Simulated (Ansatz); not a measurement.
Coupled-cluster diagnostics for the cluster B₃F₃, Ansatz.

Geometry of the singlet (PBE0-D4/def2-SVP):

```xyz
6

B    -0.335   -0.319    0.979
B    -0.773   -0.014   -0.490
B     0.734    0.327   -0.725
F     1.998    0.538   -0.639
F    -1.912   -0.035   -1.213
F     0.287   -0.496    2.089
```

Correlated methods freeze 6 core orbitals. The structure comes from a short search, and lower isomers may exist.

Problem. Estimate the CCSD(T) correlation energy, the shares of MP2 and (T), T1 and the reference's ⟨S²⟩ for: charge 0, singlet, own geometry in def2-TZVPP; and the rough time on 4 threads of Arm Neoverse V1 on a shared host.

Solution. 
```
                          state       basis  correlation (eV)  MP2 share (%)  (T) share (%)     T1  ⟨S²⟩ (pure)  wall time                  remarks
charge 0, singlet, own geometry  def2-TZVPP           -29.000           95.1            3.7  0.017  0.00 (0.00)       56 s  restricted SCF unstable
```
Customary marks for T1 are 0.02 (closed shells), 0.045 (open shells) and about 0.05 (3d metals). T1 stays under 0.02 throughout.
